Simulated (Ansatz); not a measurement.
Coupled-cluster diagnostics for Al₆Ni⁻, Ansatz.

Geometry of the doublet (r2SCAN-D4/def2-SVPD):

Cartesian coordinates in Å:
```
Ni -0.652 -0.058 -0.202
Al 0.243 -0.780 1.929
Al 1.157 0.904 -1.495
Al -1.074 -2.308 0.293
Al 1.158 -1.554 -0.798
Al -1.075 2.117 -0.960
Al 0.243 1.679 1.233
```

Correlated methods freeze 35 core orbitals; core or outer-core shells of Ni are correlated, in sets that lack core-valence functions. In CCSD on the charge -1 doublet the largest single amplitude is 0.47, so its Hartree–Fock determinant may place the open shell otherwise than the density functionals do. No other spin state of charge -1 was run. The structure comes from a short search, and lower isomers may exist.

Question: Estimate the CCSD(T) correlation energy, the shares of MP2 and (T), T1 and the reference's ⟨S²⟩ for: charge -1, doublet, own geometry in def2-SVPD; and the rough time on 4 threads of Arm Neoverse V2 on a shared host.

Answer: 
```csv
state,basis,correlation (eV),MP2 share (%),(T) share (%),T1,⟨S²⟩ (pure),wall time,remarks
"charge -1, doublet, own geometry",def2-SVPD,-26.599,89.3,10.0,0.139,3.21 (0.75),4.7 min,"flagged by the program, large T1 (0.139), spin-contaminated (⟨S²⟩ 3.21)"
```
Customary marks for T1 are 0.02 (closed shells), 0.045 (open shells) and about 0.05 (3d metals). T1 exceeds 0.02 in 1 of 1 rows and 0.045 in 1; the higher it lies, the less the single-reference result can be trusted.
